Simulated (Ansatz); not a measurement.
Ga(H2O)H3 (GaOH5). Charge 0, multiplicity 3. Geometry r2SCAN-D4/def2-TZVP, that of the neutral singlet; atoms count from 1.

| atom | x (Å) | y (Å) | z (Å) |
| --- | --- | --- | --- |
| Ga1 | -0.892 | 0.290 | 0.237 |
| O2 | 1.116 | -0.530 | -0.017 |
| H3 | 1.752 | 0.191 | -0.107 |
| H4 | 1.157 | -1.030 | -0.843 |
| H5 | -1.636 | -1.089 | 0.231 |
| H6 | -0.891 | 1.139 | -1.090 |
| H7 | -0.605 | 1.030 | 1.588 |

At PBE0-D4/def2-TZVP a singlet of charge 0 lies 5.71 eV below the triplet at the same geometry.

**Question.** Estimate the Mulliken populations from the PBE0/def2-TZVP orbitals of Ansatz.

**Answer.** 
```
atom  charge (e)  spin (α − β)
 Ga1       -0.27          1.04
  O2       -0.37         -0.11
  H3        0.23          0.15
  H4        0.23          0.15
  H5       -0.01          0.11
  H6        0.19          0.56
  H7        0.00          0.11
```
Mulliken values depend strongly on the basis.

**Question.** Where does the spin sit?

**Answer.** Summed by element: Ga 1.04, O -0.11, H 1.07, of 2 unpaired in all. Largest on single atoms: Ga1 1.04, H6 0.56, H3 0.15.
